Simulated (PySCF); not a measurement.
Species: C₅H₉ClSi₂.
Numbering: `[SiH3:1][CH2:2][Si:3]1([Cl:4])[CH:5]=[CH:6][CH:7]=[CH:8]1` (hydrogens: H9, H10, H11 on Si1; H12, H13 on C2; H14 on C5; H15 on C6; H16 on C7; H17 on C8)

The same species was optimised twice, with GFN2-xTB and with PBE0-D3(BJ)/def2-SVP (PySCF), and the same property calculations (PySCF, gas phase) were run on both structures.

```
        coordinate  GFN2-xTB  PBE0-D3(BJ)/def2-SVP  change
       Si3–Cl4 (Å)     2.032                 2.080  +0.048
        C2–Si3 (Å)     1.898                 1.867  -0.031
         C6–C7 (Å)     1.458                 1.487  +0.029
        Si3–C8 (Å)     1.893                 1.870  -0.023
        Si3–C5 (Å)     1.890                 1.870  -0.020
        Si1–C2 (Å)     1.904                 1.885  -0.019
         C5=C6 (Å)     1.337                 1.348  +0.011
         C7=C8 (Å)     1.337                 1.348  +0.011
     C5–Si3–C8 (°)      89.0                  93.1    +4.1
     Si3–C5–C6 (°)     109.0                 106.3    -2.7
     Si3–C8–C7 (°)     108.9                 106.3    -2.6
    C2–Si3–Cl4 (°)     109.9                 107.9    -2.0
    Cl4–Si3–C5 (°)     113.3                 112.3    -1.0
    Cl4–Si3–C8 (°)     113.0                 112.1    -0.9
    Si1–C2–Si3 (°)     115.0                 115.8    +0.8
      C5–C6–C7 (°)     116.5                 117.1    +0.6
Si1–C2–Si3–Cl4 (°)       -67                   -65      +2
```

Rotational constants: A = 1643, B = 864.3, C = 694.8 MHz (GFN2-xTB) against A = 1657, B = 871.7, C = 705.7 MHz (PBE0-D3(BJ)/def2-SVP). Point groups within 0.08 Å: C1 and C1.

On the GFN2-xTB structure: HOMO (eV) -6.86 [PBE0/pcSseg-1]; LUMO (eV) -1.86 [PBE0/pcSseg-1]; dipole (D) 1.92 [PBE0/pcSseg-1]; GIAO shielding of Si1 (ppm) 423.0 [PBE0/pcSseg-1]; GIAO shielding of C2 (ppm) 192.0 [PBE0/pcSseg-1]; GIAO shielding of Si3 (ppm) 331.6 [PBE0/pcSseg-1]; GIAO shielding of Cl4 (ppm) 992.7 [PBE0/pcSseg-1]; GIAO shielding of C5/C8 (mean) (ppm) 49.3 [PBE0/pcSseg-1]; GIAO shielding of C6/C7 (mean) (ppm) 33.3 [PBE0/pcSseg-1].

Question: What do these properties become on the PBE0-D3(BJ)/def2-SVP structure?

Answer: 
```json
{"property": "HOMO (eV)", "level": "PBE0/pcSseg-1", "on GFN2-xTB": "-6.86", "on PBE0-D3(BJ)/def2-SVP": "-7.05", "change": "-0.19"}
{"property": "LUMO (eV)", "level": "PBE0/pcSseg-1", "on GFN2-xTB": "-1.86", "on PBE0-D3(BJ)/def2-SVP": "-1.98", "change": "-0.12"}
{"property": "dipole (D)", "level": "PBE0/pcSseg-1", "on GFN2-xTB": "1.92", "on PBE0-D3(BJ)/def2-SVP": "2.47", "change": "+0.55"}
{"property": "energy, GFN2-xTB geometry as zero (kcal/mol)", "level": "PBE0/pcSseg-1", "on GFN2-xTB": "0.0", "on PBE0-D3(BJ)/def2-SVP": "-2.6", "change": "-2.6"}
{"property": "GIAO shielding of Si1 (ppm)", "level": "PBE0/pcSseg-1", "on GFN2-xTB": "423.0", "on PBE0-D3(BJ)/def2-SVP": "419.1", "change": "-3.9"}
{"property": "GIAO shielding of C2 (ppm)", "level": "PBE0/pcSseg-1", "on GFN2-xTB": "192.0", "on PBE0-D3(BJ)/def2-SVP": "191.4", "change": "-0.6"}
{"property": "GIAO shielding of Si3 (ppm)", "level": "PBE0/pcSseg-1", "on GFN2-xTB": "331.6", "on PBE0-D3(BJ)/def2-SVP": "327.6", "change": "-4.0"}
{"property": "GIAO shielding of Cl4 (ppm)", "level": "PBE0/pcSseg-1", "on GFN2-xTB": "992.7", "on PBE0-D3(BJ)/def2-SVP": "979.2", "change": "-13.5"}
{"property": "GIAO shielding of C5/C8 (mean) (ppm)", "level": "PBE0/pcSseg-1", "on GFN2-xTB": "49.3", "on PBE0-D3(BJ)/def2-SVP": "48.1", "change": "-1.2"}
{"property": "GIAO shielding of C6/C7 (mean) (ppm)", "level": "PBE0/pcSseg-1", "on GFN2-xTB": "33.3", "on PBE0-D3(BJ)/def2-SVP": "28.6", "change": "-4.7"}
```

The heavy atoms differ by 0.040 Å rms after alignment. Among bonds between heavy atoms Si3–Cl4 changes most (+0.048 Å). Changes are differences of the printed values. Neither structure is proved a minimum here.

Conformer computed: `[SiH3:1][CH2:2][Si:3]1([Cl:4])[CH:5]=[CH:6][CH:7]=[CH:8]1`: Si1–C2–Si3–Cl4 -65°.
